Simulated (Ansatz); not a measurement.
Reaction (ligand exchange at the Si–C bond): `Cl[SiH2]C1BN1` + `O[SiH2]F` → `F[SiH2]O[SiH2]Cl` + `B1CN1`

Isolated molecules relaxed with PBE0-D4/def2-TZVP in Ansatz; ΔE leaves out vibrations. CCSD(T)/CBS is the MP2 limit (def2-TZVPP, def2-QZVPP) plus CCSD(T) − MP2 in def2-TZVPP, frozen cores. This one scheme is used for every species. Functionals use def2-TZVPP. B3LYP here is the variant with VWN-RPA as its local correlation; programs differ in this. One conformer a species, not always the lowest.

CCSD(T)/CBS gives -114.7 kJ/mol.

(1) Another level gave -117.9 kJ/mol. Which?
A. r2SCAN-D4/def2-TZVPP
B. PBE/def2-TZVPP
C. B3LYP/def2-TZVPP
D. PBE0/def2-TZVPP

Largest T1 diagnostic among the species: 0.013.

Results:

(1) C. B3LYP -117.9, PBE -101.1, r2SCAN-D4 -113.5, PBE0 -107.2 kJ/mol.

In def2-TZVPP, CCSD(T) changes the Hartree–Fock value by +21.1 kJ/mol (the triples alone add +3.6 kJ/mol) and MP2 by +21.5 kJ/mol. From PBE to PBE0 (25 % exact exchange), in def2-TZVPP and without D4, ΔE moves by −6.1 kJ/mol.
